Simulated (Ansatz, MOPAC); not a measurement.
Diatomic TcN, multiplicity 3 (lowest of 2S+1 = 1, 3, 5, 7, 9 at CCSD(T)/def2-TZVPP on PBE0 minima; our sources give no spin for the ground state, which may be another). No spin–orbit coupling. The T1 diagnostic near the minimum is 0.070, so single-reference values are doubtful.

The constants come from a fifth-degree fit in 1/R (seven points, main isotopes). In def2 and cc sets the state is the lowest found near the PBE0 minimum, followed along R.

The state that PM6 reach isn't checked.

Programs: Ansatz (a quantum-chemistry and plane-wave program) with Gaussian orbitals; MOPAC for PM6 (differences of heats of formation). Each number belongs to the level named beside it. In def2 rows elements past Kr take small-core potentials, without spin–orbit coupling.

| level | r_e (Å) | ω_e (cm⁻¹) | ω_e x_e (cm⁻¹) | dipole (D) |
|---|---|---|---|---|
| PM6 | 1.625 | ? | 2.7 | - |
| SVWN5/def2-TZVPP | 1.580 | 1204 | 4.4 | 2.30 |
| PBE/def2-TZVPP | ? | ? | 4.7 | 2.34 |

### Question
What belongs in the gaps?

### Answer

- PBE/def2-TZVPP, r_e (Å): 1.593
- PBE/def2-TZVPP, ω_e (cm⁻¹): 1163
- PM6, ω_e (cm⁻¹): 1036
